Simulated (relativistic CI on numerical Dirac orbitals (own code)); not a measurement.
**d4 in a ligand field**

Computed with a parametric ligand-field model of a d^n configuration (Racah B and C, spin-orbit zeta, crystal field), exact diagonalisation.

Field parameters in Wybourne normalisation: Oh B⁴₀ = 21Dq, B⁴₄ = √(5/14) B⁴₀. The field is a parameter set, without covalency.

B = 340 cm⁻¹, C = 1490 cm⁻¹ (C/B = 4.38), Oh, no spin-orbit coupling. Tanabe-Sugano data, E/B above the lowest term (Δ = |10Dq|; b, c mark the second and third term of a kind):

```tsv
Δ/B	5E	5T2	3T1	3E	3T2	1T2	1E	1A1
1.0	0.00	1.00	21.43	21.71	22.31	32.19	32.11	33.24
5.0	0.00	5.00	19.18	22.12	23.84	30.26	30.44	33.88
9.0	0.00	9.00	15.93	22.30	24.29	27.31	28.01	33.03
13.0	0.00	13.00	12.40	22.41	24.50	24.03	25.08	31.61
17.0	0.00	17.00	8.73	22.47	24.62	20.59	21.84	29.81
21.0	0.00	21.00	4.98	22.52	24.70	17.04	18.39	27.70
25.0	0.00	25.00	1.18	22.55	24.76	13.41	14.81	25.32
29.0	2.66	31.66	0.00	25.24	27.48	12.39	13.80	25.37
33.0	6.53	39.53	0.00	29.13	31.38	12.53	13.93	26.42
37.0	10.42	47.42	0.00	33.03	35.30	12.65	14.03	27.33
41.0	14.32	55.32	0.00	36.95	39.22	12.76	14.12	28.11
45.0	18.24	63.24	0.00	40.88	43.16	12.86	14.18	28.78
```

The ground term changes from 5E to 3T1 between Δ/B = 25.0 and 29.0.
